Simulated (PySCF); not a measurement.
Input file for PySCF: R-BP86/LANL2DZ on CH6Ge (SMILES [CH3][GeH3]), a point of a bond scan (R = 1.634 Å).

```python
from pyscf import gto, scf, dft, mp
from pyscf.data.elements import chemcore

mol = gto.M(
    atom='''
    Ge   -0.38835125    0.04640901   -0.00852656
    C     1.56306430   -0.18679033    0.03431833
    H    -1.01360672   -0.86595548   -1.08094616
    H    -0.74620326    1.50809990   -0.33843382
    H    -1.00099970   -0.31222034    1.35876419
    H     1.93846219   -1.73837938    0.38453888
    H     2.00262959    0.45945623    0.79343740
    H     1.99370484    0.06745653   -0.93368027
    ''',
    basis='lanl2dz',
    ecp={'Ge': 'lanl2dz'},
    charge=0, spin=0, verbose=3, max_memory=1800)
mf = dft.RKS(mol, xc='b88,p86')
mf.conv_tol = 1e-8
mf.max_cycle = 100
mf.kernel()
if not mf.converged:
    mf = mf.newton().run(mf.mo_coeff, mf.mo_occ)
```

Program output:

```
converged SCF energy = -45.4159385034731
```

The run converged.

Cost: around 4 core-seconds (rough).
